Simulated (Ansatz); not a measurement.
The cluster Na3Sn5⁻. The state is a singlet with charge -1. Geometry r2SCAN-D4/def2-SVPD.

```csv
atom,x (Å),y (Å),z (Å)
Na1,-1.787,0.616,-1.820
Na2,-3.104,1.741,1.170
Na3,0.155,2.596,0.342
Sn4,2.198,0.300,1.493
Sn5,-0.355,-2.293,-1.311
Sn6,1.394,0.100,-1.353
Sn7,2.025,-2.385,0.370
Sn8,-0.527,-0.674,1.110
```

In the def2 sets Sn takes a core potential; there is no spin–orbit coupling. The restricted singlet is unstable towards broken spin symmetry in Hartree–Fock (as tested in another run); at PBE-D4/def2-SVP, revPBE-D4/def2-SVP, r2SCAN-D4/def2-SVP, r2SCANh-D4/def2-SVP and others this wasn't settled. Another isomer (singlet) lies 0.13 eV lower at PBE0-D4/def2-SVP; other spin states weren't run for this one.

(1) Estimate the orbital energies around the gap (eV) in Ansatz with PBE-D4/def2-SVP, revPBE-D4/def2-SVP, r2SCAN-D4/def2-SVP, r2SCANh-D4/def2-SVP, PBE0-D4/def2-SVP.

## Answers

(1) 
| orbital | PBE-D4/def2-SVP | revPBE-D4/def2-SVP | r2SCAN-D4/def2-SVP | r2SCANh-D4/def2-SVP | PBE0-D4/def2-SVP |
| --- | --- | --- | --- | --- | --- |
| HOMO−5 | -1.63 | -1.57 | -1.82 | -2.08 | -2.33 |
| HOMO−4 | -1.42 | -1.37 | -1.64 | -1.89 | -2.14 |
| HOMO−3 | -1.40 | -1.33 | -1.55 | -1.80 | -2.06 |
| HOMO−2 | -1.19 | -1.14 | -1.38 | -1.63 | -1.86 |
| HOMO−1 | -0.91 | -0.87 | -1.11 | -1.37 | -1.64 |
| HOMO | -0.18 | -0.13 | -0.23 | -0.40 | -0.63 |
| LUMO | 0.77 | 0.83 | 0.75 | 0.92 | 1.20 |
| LUMO+1 | 0.79 | 0.86 | 0.92 | 1.07 | 1.22 |
| LUMO+2 | 0.87 | 0.93 | 0.98 | 1.13 | 1.28 |
| LUMO+3 | 1.15 | 1.21 | 1.15 | 1.35 | 1.65 |
| LUMO+4 | 1.76 | 1.81 | 1.82 | 2.01 | 2.27 |
| LUMO+5 | 1.99 | 2.06 | 2.14 | 2.33 | 2.52 |
